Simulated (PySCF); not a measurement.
# Electron correlation in Xe (xenon, neutral)

[Xe], closed-shell 1S. Calculation: PySCF 2.14, in ANO-RCC-VTZP; the spin-free X2C one-electron Hamiltonian (Gaussian nucleus). Frozen: [Ar] 3d10; 26 electrons correlated.

| level | correlation energy (mhartree) |
| --- | --- |
| CCSD | -743.96 |
| (T) | -15.68 |
| CCSD(T) | -759.64 |

Diagnostics: T1 = 0.0041, D1 = 0.0140, largest double amplitude 0.046.

Cost of the coupled-cluster step: roughly 4 core-seconds, for 26 correlated electrons.

Iterations:

```
CC2 = 0
CCSD nocc = 13, nmo = 54
frozen orbitals [0, 1, 2, 3, 4, 5, 6, 7, 8, 9, 10, 11, 12, 13]
max_cycle = 100
direct = 0
conv_tol = 1e-08
conv_tol_normt = 1e-06
diis_space = 8
diis_start_cycle = 0
Init t2, MP2 energy = -7444.01177378487  E_corr(MP2) -0.791516425947632
Init E_corr(CCSD) = -0.791516426029489
cycle = 1  E_corr(CCSD) = -0.727590721475042  dE = 0.0639257046  norm(t1,t2) = 0.0356845
cycle = 2  E_corr(CCSD) = -0.745346188806894  dE = -0.0177554673  norm(t1,t2) = 0.00882877
cycle = 3  E_corr(CCSD) = -0.743405148990346  dE = 0.00194103982  norm(t1,t2) = 0.00173558
cycle = 4  E_corr(CCSD) = -0.743965941220003  dE = -0.00056079223  norm(t1,t2) = 0.000536934
cycle = 5  E_corr(CCSD) = -0.743964362209074  dE = 1.57901093e-06  norm(t1,t2) = 5.74207e-05
cycle = 6  E_corr(CCSD) = -0.743959521450331  dE = 4.84075874e-06  norm(t1,t2) = 8.46886e-06
cycle = 7  E_corr(CCSD) = -0.743960357477077  dE = -8.36026745e-07  norm(t1,t2) = 2.59071e-06
cycle = 8  E_corr(CCSD) = -0.743960566173046  dE = -2.0869597e-07  norm(t1,t2) = 3.22442e-07
cycle = 9  E_corr(CCSD) = -0.743960510426528  dE = 5.57465187e-08  norm(t1,t2) = 8.82669e-08
cycle = 10  E_corr(CCSD) = -0.743960507435829  dE = 2.99069836e-09  norm(t1,t2) = 6.6512e-09
CCSD converged
E(CCSD) = -7443.964217866354  E_corr = -0.7439605074358293
CCSD(T) correction = -0.0156806672184625
```
